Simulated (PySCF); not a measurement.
**Fractional electron number in Cr²⁺ (chromium, charge +2)**

The 3d alpha orbital of [Ar] 3d4 is emptied in steps (occupation f), with all orbitals relaxed, ending at [Ar] 3d3. Computed with PySCF 2.14 in aug-cc-pVTZ (8s7p5d3f2g, 93 functions), with no relativity, point nucleus. The exact energy is a straight line in f; departures are measured from the line between the end points of the same method.

```csv
f,BHandHLYP (eV),wB97X (eV),r2SCAN0 (eV)
1,0.000,0.000,0.000
0.8,-0.476,-0.456,-0.803
0.6,-0.720,-0.693,-1.207
0.4,-0.726,-0.701,-1.209
0.2,-0.488,-0.472,-0.806
0,0.000,0.000,0.000
```

| method | E(f=0) − E(f=1) (eV) | −ε at f=1 (eV) | −ε at f=0.4 (eV) |
| --- | --- | --- | --- |
| BHandHLYP | 31.085 | 28.141 | 31.661 |
| wB97X | 31.096 | 28.283 | 31.644 |
| r2SCAN0 | 31.190 | 26.185 | 32.192 |

Orbital energy along the path (eV):

```
  f  BHandHLYP    wB97X  r2SCAN0
  1    -28.141  -28.283  -26.185
0.8    -29.278  -29.354  -28.168
0.6    -30.454  -30.477  -30.175
0.4    -31.661  -31.644  -32.192
0.2    -32.895  -32.845  -34.211
  0    -34.164  -34.065  -36.231
```

Reference removal energy between the ground levels: 30.959 ± 0.025 eV (measured; NIST Atomic Spectra Database, ionization energies). The calculation has no spin-orbit coupling. The determinant left behind need not be the lowest term of the ion.
